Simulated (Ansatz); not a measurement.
1,1-elimination

Start structure (SiH2SF2, closed shell), relaxed at PBE0-D4/def2-TZVP:

```
6
angstrom
Si -0.2711 0.3663 -0.1578
S 0.2503 -1.6552 0.1180
H 0.6686 1.1318 -0.9916
F -0.3930 1.1299 1.2248
F -1.7006 0.3580 -0.8363
H 1.4458 -1.3307 0.6430
```

The step: SiH₂SF₂ ([F][SiH]([F])[SH]) → SiF₂ + H₂S; bonds formed: S2–H3; bonds broken: Si1–S2, Si1–H3. Ansatz 0.2.0; basis: def2-TZVPP and def2-QZVPP; cores frozen in the correlated methods. Extrapolation: Hartree–Fock as exp(−7.88 √X), correlation as X^−2.97. Energies below are by CCSD(T) at an estimated basis limit (MP2 extrapolated from triple and quadruple zeta, plus CCSD(T) − MP2 in triple zeta).

Problem. What are the electronic barrier and the energy of the step, from the start structure to the end structure? (Judge from chemistry; the value comes from the calculation.)

Solution. By the calculation: Barrier 3.109 eV; step energy 1.946 eV (uphill); reverse barrier, their difference, 1.163 eV. Barrier and step energy count from the start structure, the reverse barrier from the end structure.

The saddle point: One imaginary mode of 1078i cm⁻¹.
```json
{"pair": "S2–H3", "start (Å)": "3.03", "saddle (Å)": "1.70", "end (Å)": "1.34"}
{"pair": "Si1–S2", "start (Å)": "2.11", "saddle (Å)": "2.43", "end (Å)": "2.85"}
{"pair": "Si1–H3", "start (Å)": "1.47", "saddle (Å)": "1.62", "end (Å)": "3.19"}
```

Zero-point energy (harmonic, PBE0-D4): ZPE is 0.668 eV at the start and 0.562 eV at the saddle, so the barrier goes from 3.109 to 3.004 eV.

First-order rate constant out of the start structure at 498 K by transition-state theory, with harmonic vibrational free energies alone and no tunnelling: ΔA‡ = 2.997 eV, so k = (kB T/h) exp(−ΔA‡/kB T) ≈ 10^-17 s⁻¹ (an order of magnitude at best: rotation, the number of equivalent paths and anharmonicity are left out).

T1 diagnostic: at most 0.016. The restricted Hartree–Fock reference is unstable towards an unrestricted one at one or more of these structures.

Losses and insertions of silylenes and their heavier kin drive the gas-phase chemistry of silicon and germanium vapour deposition.

Labels in which every atom is bracketed show which atoms are joined, not bond orders.

For scale, one of the runs: CCSD(T)/def2-TZVPP, 174 basis functions, launched by `ansatz run in.yaml --threads 2 --pin off --events-out ev --progress --plain --max-ram 4352MiB`. The run took 24 s on 2 CPU threads of an Intel Xeon 6975P-C (shared host), with 1.6 GiB of host memory at its peak.
